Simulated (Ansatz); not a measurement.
## Relaxing a trial structure of C3H7BS

The starting geometry of this gas-phase singlet was optimised with GFN2-xTB; its bonds are those of `B/C=C/SC`.

```json
{"atom": "C", "x (Å)": "-0.6076", "y (Å)": "1.0058", "z (Å)": "-0.0242"}
{"atom": "C", "x (Å)": "-0.9405", "y (Å)": "-0.0616", "z (Å)": "-0.7692"}
{"atom": "C", "x (Å)": "-1.0350", "y (Å)": "-2.4890", "z (Å)": "-2.0261"}
{"atom": "B", "x (Å)": "-1.4488", "y (Å)": "2.2801", "z (Å)": "0.0057"}
{"atom": "S", "x (Å)": "-0.0179", "y (Å)": "-1.5343", "z (Å)": "-0.8574"}
{"atom": "H", "x (Å)": "-1.1141", "y (Å)": "3.1925", "z (Å)": "0.6550"}
{"atom": "H", "x (Å)": "-2.4306", "y (Å)": "2.3414", "z (Å)": "-0.6306"}
{"atom": "H", "x (Å)": "0.3028", "y (Å)": "0.9192", "z (Å)": "0.5578"}
{"atom": "H", "x (Å)": "-1.8300", "y (Å)": "-0.0697", "z (Å)": "-1.3820"}
{"atom": "H", "x (Å)": "-2.0147", "y (Å)": "-2.6693", "z (Å)": "-1.5922"}
{"atom": "H", "x (Å)": "-1.1194", "y (Å)": "-1.9446", "z (Å)": "-2.9623"}
{"atom": "H", "x (Å)": "-0.5237", "y (Å)": "-3.4322", "z (Å)": "-2.1904"}
```

Predict what becomes of its bonds when it is optimised with PBE-D3(BJ)/def2-SVP.

It keeps its bonds, and is `B/C=C/SC`.

The energy falls by 0.13 eV over 7 steps:

```csv
step,E − E(last) (eV)
1,0.133
2,0.015
3,0.002
4,0.001
5,0.000
6,0.000
7,0.000
```

Final geometry (Å):

```xyz
12

C    -0.5619    1.0252    0.0043
C    -0.9184   -0.0549   -0.7635
C    -1.0436   -2.4998   -2.0360
B    -1.4419    2.2716    0.0155
S    -0.0203   -1.5354   -0.8778
H    -1.1585    3.2497    0.6842
H    -2.4572    2.2874   -0.6646
H     0.3681    0.9487    0.5973
H    -1.8431   -0.0128   -1.3693
H    -2.0529   -2.6785   -1.6181
H    -1.1173   -1.9915   -3.0165
H    -0.5324   -3.4713   -2.1714
```

Frequencies at the end are all real (lowest 103 cm⁻¹). Run with Ansatz 0.2.0, 15 s on 2 threads of Intel(R) Xeon(R) Processor @ 2.70GHz, on a shared host.
